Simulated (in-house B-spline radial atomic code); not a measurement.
Orbital energies and mean radii along the 7-electron series, configuration [He] 2s2 2p3. The effective charge is n√(-2ε), a non-relativistic measure. Computed with an all-electron radial atomic-structure program (B-spline basis): Dirac-Hartree-Fock, average of the configuration, finite nuclei.

```
  ion   Z  energy of 2p1/2 (Eh)  mean radius of 2p1/2 (bohr)  energy of 2p3/2 (Eh)  mean radius of 2p3/2 (bohr)  energy of 2s1/2 (Eh)  mean radius of 2s1/2 (bohr)  energy of 1s1/2 (Eh)  mean radius of 1s1/2 (bohr)  effective charge of 2p1/2
Co20+  27               -63.811                      0.20672               -63.182                      0.20932               -66.813                      0.24091               -323.94                     0.055913                     22.594
Ni21+  28               -69.695                      0.19813               -68.956                      0.20082               -72.833                      0.23124               -350.21                     0.053827                     23.613
Cu22+  29               -75.845                      0.19019               -74.982                      0.19298                -79.12                      0.22229               -377.55                     0.051886                     24.632
Zn23+  30               -82.262                      0.18285               -81.261                      0.18572               -85.675                      0.21398               -405.95                     0.050074                     25.653
Ga24+  31               -88.949                      0.17602               -87.792                      0.17899               -92.501                      0.20624               -435.42                     0.048379                     26.676
Ge25+  32               -95.906                      0.16966               -94.576                      0.17272               -99.599                      0.19903               -465.96                     0.046789                     27.699
As26+  33               -103.14                      0.16372               -101.61                      0.16688               -106.97                      0.19227               -497.59                     0.045296                     28.724
Se27+  34               -110.64                      0.15816                -108.9                      0.16141               -114.62                      0.18594                -530.3                      0.04389                     29.751
Br28+  35               -118.42                      0.15294               -116.45                      0.15628               -122.54                      0.17998               -564.11                     0.042563                     30.779
```

How does the screening of 2p1/2 change?

Z less the effective charge goes from 4.41 at Z = 27 to 4.22 at Z = 35.
